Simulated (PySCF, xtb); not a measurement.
C₃HF₄, SMILES FC(F)(F)C(=[CH])F, multiplicity 2.

Harmonic wavenumbers (cm⁻¹) from GFN2-xTB in xtb 6.7.1 at its own minimum, in rising order: 28, 185, 211, 319, 371, 442, 499, 553, 572, 631, 694, 743, 1041, 1081, 1100, 1111, 1729, 3262.

Q: What does B3LYP-D3(BJ)/def2-SVP (PySCF) give at its own minimum? (Estimate from the structure and the level; the computed values follow.)

A: 62, 223, 238, 355, 415, 504, 572, 631, 674, 681, 735, 819, 1150, 1211, 1243, 1342, 1736, 3323. Paired by order, the mean absolute difference is 75 cm⁻¹ and the zero-point energies are 20.8 and 22.7 kcal/mol.
